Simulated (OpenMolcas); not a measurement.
Er III: effect of the basis set

```json
{
  "Program": "OpenMolcas 26.06",
  "Method": "CASSCF",
  "Active space": "12 electrons in 7 orbitals (4f)",
  "State averaging": "2S+1 = 3 even, 21 roots; 2S+1 = 1 even, 28 roots (27 in the spin-orbit step)",
  "Spin-orbit coupling": "RASSI with atomic mean-field integrals over the reference wave functions, term energies averaged over their components"
}
```

A. ANO-RCC-MB [6s5p3d1f], DKH4, point nucleus; cost about 11 core-seconds
B. ANO-R2 [9s6p4d3f1g], X2C, finite nucleus; cost of the order of 100 core-seconds
C. ANO-RCC-VQZP [9s8p6d4f3g2h], X2C, point nucleus; cost about 2.6 core-minutes

Energies in eV above 4f¹² ³H₆, the measured ground level; measured values from Martin, Zalubas and Hagan, Atomic Energy Levels: The Rare-Earth Elements, NSRDS-NBS 60 (1978); the list in Deprince et al., Eur. Phys. J. D 78, 105 (2024).

```json
{"Level": "4f¹² ³H₆", "A": "0.0000", "B": "0.0000", "C": "0.0000", "Measured": "0.0000"}
{"Level": "4f¹² ³F₄ [51 %]", "A": "0.7901", "B": "0.7774", "C": "0.7774", "Measured": ""}
{"Level": "4f¹² ³H₅", "A": "0.8920", "B": "0.8768", "C": "0.8767", "Measured": "0.8641"}
{"Level": "4f¹² ³H₄ [60 %]", "A": "1.4570", "B": "1.4325", "C": "1.4323", "Measured": "1.3372"}
{"Level": "4f¹² ³F₃", "A": "1.8211", "B": "1.7907", "C": "1.7905", "Measured": "1.5464"}
{"Level": "4f¹² ³F₂", "A": "1.9911", "B": "1.9578", "C": "1.9577", "Measured": "1.6390"}
{"Level": "4f¹² ¹G₄ [60 %]", "A": "2.4096", "B": "2.3682", "C": "2.3679", "Measured": "2.2793"}
{"Level": "4f¹² ¹D₂ [64 %]", "A": "3.9399", "B": "3.8725", "C": "3.8723", "Measured": ""}
{"Level": "4f¹² ¹I₆", "A": "4.7395", "B": "4.6560", "C": "4.6557", "Measured": ""}
{"Level": "4f¹² ³P₁", "A": "5.2279", "B": "5.1416", "C": "5.1414", "Measured": ""}
{"Level": "4f¹² ³P₂", "A": "5.2808", "B": "5.1921", "C": "5.1918", "Measured": ""}
{"Level": "4f¹² ³P₀", "A": "5.3722", "B": "5.2834", "C": "5.2832", "Measured": ""}
```

Deviations, from unrounded energies. A percentage is the sum of absolute deviations over the sum of measured energies, with the sign that they share, or ± where signs differ.

```csv
Against measurement,Levels,A,B,C
mean absolute deviation (cm-1),5,1500,1200,1200
fine structure of the ground term (%),2,+6.7,+4.9,+4.9
other terms of the ground configuration (%),3,+13.9,+11.9,+11.9
```

B, C lie about equally close to measurement and A furthest from it. The largest miss of C in the table is 4f¹² ³F₂, by +2600 cm-1. The ranking rests on the paired levels alone, and a cruder setting can come out closer through cancelling errors.

Among A to C the level of the table that moves most is 4f¹² ³P₀, by 720 cm-1 (lowest in C, highest in A).

Some high roots are left out of the spin-orbit mixing, which shifts the levels that they would mix with. Without dynamic correlation excited terms often stand tens of per cent too high (terms of higher spin than the ground term too low), and those without a measured partner can miss by more than the paired ones. Computed and measured levels are paired by configuration, term and J; levels that our copy of the source lacks, or whose pairing is in doubt (as where it misses far off the trend of its configuration), stay unpaired and out of the deviations. Levels of configurations outside the active space are missing.

A share in square brackets marks a mixed level and gives the weight of the term that names it, the lowest over the columns.
